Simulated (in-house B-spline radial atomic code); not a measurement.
CAM-B3LYP excitations of Te6+

Method: CAM-B3LYP. Computed with a B-spline radial code for spherical atoms: linear response of the closed shell [Kr] 4d10 with the functional's adiabatic kernel; scalar-relativistic (spin-free one-electron X2C), finite nucleus, no spin-orbit coupling, no double excitations, S, P, D and F terms only; shells from n = 2 respond. Only terms of natural parity with L up to 3 were computed.

Command:
```bash
python run_td.py task.json out
```
Settings (radii: box in bohr, nucleus in fm):
```
Z                        52
electrons                46
configuration            [Kr] 4d10
hamiltonian              x2c
method                   camb3lyp
box_radius               14.35
rms_radius               4.7423
intervals                70
```

Cost of the run: 3 s on 1 thread of Intel(R) Xeon(R) Platinum 8375C CPU @ 2.90GHz (Ice Lake) (shared host).

The lowest states, in the order of their Tamm-Dancoff energies; the method's threshold (minus the highest occupied level) is 118.24 eV. Labels give the largest channel, * marks a mixed state, and oscillator strengths are full-response dipole values. Semilocal kernels can invert the small singlet-triplet splittings of Rydberg terms. Energies in eV:

```json
{"state": "4d → 5s 3D", "full response": "36.19", "Tamm-Dancoff": "36.20", "oscillator strength": "-"}
{"state": "4d → 5s 1D", "full response": "37.09", "Tamm-Dancoff": "37.11", "oscillator strength": "-"}
{"state": "4d → 5p 3P", "full response": "49.08", "Tamm-Dancoff": "49.11", "oscillator strength": "-"}
{"state": "4d → 5p 3F", "full response": "49.37", "Tamm-Dancoff": "49.38", "oscillator strength": "-"}
{"state": "4d → 5p 1F", "full response": "49.99", "Tamm-Dancoff": "49.99", "oscillator strength": "-"}
{"state": "4d → 5p 1P", "full response": "51.01", "Tamm-Dancoff": "51.09", "oscillator strength": "0.92"}
{"state": "4d → 4f 3P", "full response": "67.35", "Tamm-Dancoff": "67.39", "oscillator strength": "-"}
{"state": "4d → 5d 3S", "full response": "67.61", "Tamm-Dancoff": "67.63", "oscillator strength": "-"}
{"state": "4d → 5d 3D", "full response": "?", "Tamm-Dancoff": "?", "oscillator strength": "-"}
{"state": "4d → 4f 3F", "full response": "68.54", "Tamm-Dancoff": "68.58", "oscillator strength": "-"}
{"state": "4d → 5d 1D", "full response": "68.94", "Tamm-Dancoff": "68.95", "oscillator strength": "-"}
{"state": "4d → 4f 1F", "full response": "70.56", "Tamm-Dancoff": "70.60", "oscillator strength": "-"}
{"state": "4d → 5d 1S", "full response": "73.14", "Tamm-Dancoff": "73.65", "oscillator strength": "-"}
{"state": "4d → 6s 3D", "full response": "?", "Tamm-Dancoff": "?", "oscillator strength": "-"}
{"state": "4d → 6s 1D", "full response": "75.67", "Tamm-Dancoff": "75.68", "oscillator strength": "-"}
{"state": "4d → 4f 1P", "full response": "77.90", "Tamm-Dancoff": "78.64", "oscillator strength": "4.2"}
```

(1) Where does 4d → 6s 3D lie?

(2) Where does 4d → 5d 3D lie?

(3) How large is the singlet-triplet splitting of 4d → 5s (D terms) in Tamm-Dancoff?

(4) What polarisabilities and dispersion coefficient does the method give?

Answers

(1) At 75.45 eV in full response, 75.45 eV in Tamm-Dancoff.

(2) At 68.32 eV in full response, 68.33 eV in Tamm-Dancoff.

(3) 0.904 eV, from the unrounded values.

(4) Dipole 1.342 bohr³, quadrupole 1.912 bohr⁵, C6 4.133 hartree·bohr⁶ for two such species.
